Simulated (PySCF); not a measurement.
BHN, multiplicity 2. Atoms are numbered in the order given.

```xyz
3

B      0.0000     0.0000     0.8359
N      0.0000     0.0000    -0.3983
H      0.0000     0.0000    -1.3917
```
Charge 0, spin multiplicity 2.

The structure is a stationary point at B3LYP-D3(BJ)/def2-TZVPD. The isomer is the one that the SMILES or the coordinates give; other isomers of the formula were not compared.

The numbers are results of PBE0/def2-TZVPD run with PySCF, not measurements.

Mulliken values depend strongly on the basis, most of all with diffuse functions as here. ESP charges are fitted to the potential on shells at 1.4 to 2.0 van der Waals radii. Atomic charges (e):

| atom | meta-Löwdin | ESP fit | Mulliken spin |
|---|---|---|---|
| B1 | [?] | 0.31 | 0.88 |
| N2 | [?] | -0.75 | 0.11 |
| H3 | [?] | 0.44 | 0.01 |

What belongs in the gaps? (Estimate from the structure and the level; the computed values follow.)


- B1, meta-Löwdin: 0.10
- N2, meta-Löwdin: -0.38
- H3, meta-Löwdin: 0.28
